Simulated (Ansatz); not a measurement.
`O[SiH2]O[SiH](O)O` + `O[SiH2]S` → `O[SiH2]O[SiH2]S` + `O[SiH](O)O`  (ligand exchange at the Si–O bond)

Gas-phase electronic energies from Ansatz, PBE0-D4/def2-TZVP geometries. CCSD(T)/CBS adds triple-zeta CCSD(T) − MP2 to the extrapolated MP2 energy (def2 sets, frozen cores). DFT in def2-TZVPP. B3LYP here is the variant with VWN-RPA as its local correlation; programs differ in this. Each species was taken in one conformer, which may not be the lowest.

```csv
level,ΔE (kcal/mol),difference from CCSD(T)/CBS
PBE-D4,0.1,-0.1
r2SCAN-D4,0.3,0.1
PBE0-D4,0.1,-0.1
B3LYP-D4,0.1,-0.1
ωB97X-V,0.2,0.0
ωB97M-V,0.2,0.0
B2PLYP,0.4,0.2
PBE,0.4,0.2
r2SCAN,0.4,0.2
PBE0,0.4,0.2
B3LYP,0.5,0.3
HF/def2-TZVPP,0.2,0.0
MP2/def2-TZVPP,0.0,-0.2
SCS-MP2/def2-TZVPP,0.0,-0.2
CCSD/def2-TZVPP,0.2,0.0
CCSD(T)/def2-TZVPP,0.2,0.0
HF/def2-QZVPP,0.3,0.1
MP2/def2-QZVPP,0.1,-0.1
SCS-MP2/def2-QZVPP,0.1,-0.1
HF/CBS(def2),0.3,0.1
MP2/CBS(def2),0.1,-0.1
CCSD/CBS(def2),0.2,0.0
CCSD(T)/CBS,0.2,0
```

Largest T1 diagnostic among the species: 0.012.
